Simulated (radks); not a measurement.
The numbers below are computed, except where a source is named.
Spherical quantum dot in the effective-mass picture: electrons in a well V = -V0 / (1 + exp((r - R)/a)) with V0 = 7.17, R = 5.76, a = 0.5, all in effective atomic units (hartree* = m*/eps^2 hartree, bohr* = eps/m* bohr), one dielectric constant everywhere. Level of theory: non-relativistic Kohn-Sham, exchange-only LDA, spin-polarised, spherical densities (a radial shooting solver with Libxc functionals). Levels are named by radial order and angular momentum (1s, 1p, 1d, 2s, ...), and open shells are averaged over m. Results are scaled to m* = 0.394 and eps = 7.8, for which hartree* = 176.2 meV and bohr* = 1.048 nm.

N = 11, configuration 1s2 1p6 1d(up 3, down 0). This is the lowest configuration that the search found. Occupied and some empty levels:

| level | occupation | eigenvalue (meV) | <r> (nm) |
|---|---|---|---|
| 1s up | 1 | -747.22 | 3.497 |
| 1s down | 1 | -738.81 | 3.452 |
| 1p up | 3 | -727.71 | 3.726 |
| 1p down | 3 | -718.62 | 3.708 |
| 1d up | 3 | -696.32 | 3.918 |
| 1d down | 0 | -686.88 | 3.913 |
| 1f up | 0 | -655.24 | 4.082 |
| 1f down | 0 | -645.66 | 4.084 |
| 2s up | 0 | -643.73 | 2.751 |
| 2s down | 0 | -639.44 | 2.749 |
| 2p up | 0 | -593.88 | 3.211 |
| 2p down | 0 | -588.25 | 3.201 |

Energy (meV): total -10500.5, kinetic 631.83, external -13441, Hartree 2725.3, exchange-correlation -416.40.
